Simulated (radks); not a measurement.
Results of a calculation; reference values are marked as such.
Isoelectronic series with 47 electrons, all held in the configuration [Kr] 4d10 5s1, which need not be the ground one along the series. Level of theory: scalar-relativistic Kohn-Sham, r2SCAN, spin-unpolarised, spherical densities, finite nucleus; meta-GGA in the generalised Kohn-Sham scheme; Fermi nuclear charge, rms radius of each element as measured or else 0.836 A^(1/3) + 0.57 fm (a radial shooting solver on a logarithmic mesh with Libxc functionals). Total energies (hartree) and orbital eigenvalues (eV):

ion    E (hartree)         5s         4d         4p
Ag     -5316.66211    -4.2918    -7.6961   -60.3491
Cd+    -5594.96192   -12.8780   -20.9423   -77.8804
In2+   -5881.40128   -23.4045   -37.1155   -98.5015
Sn3+   -6175.98332   -35.5952   -55.7828  -121.7224
Sb4+   -6478.73060   -49.3117   -76.7202  -147.2927
Te5+   -6789.66831   -64.4714   -99.7922  -175.0643
I6+    -7108.83735   -81.0210  -124.9097  -204.9426
Xe7+   -7436.26908   -98.9238  -152.0101  -236.8635
Cs8+    -7772.0093  -118.1540  -181.0479  -270.7818
Ba9+    -8116.0991  -138.6928  -211.9888  -306.6650
La10+   -8468.5896  -160.5270  -244.8063  -344.4889
Ce11+   -8829.5282  -183.6468  -279.4794  -384.2357
Pr12+   -9198.9691  -208.0456  -315.9915  -425.8920
Nd13+   -9576.9650  -233.7190  -354.3289  -469.4477
Pm14+   -9963.5677  -260.6643  -394.4807  -514.8958
Sm15+  -10358.8248  -288.8805  -436.4378  -562.2311
Eu16+  -10762.8346  -318.3684  -480.1924  -611.4502
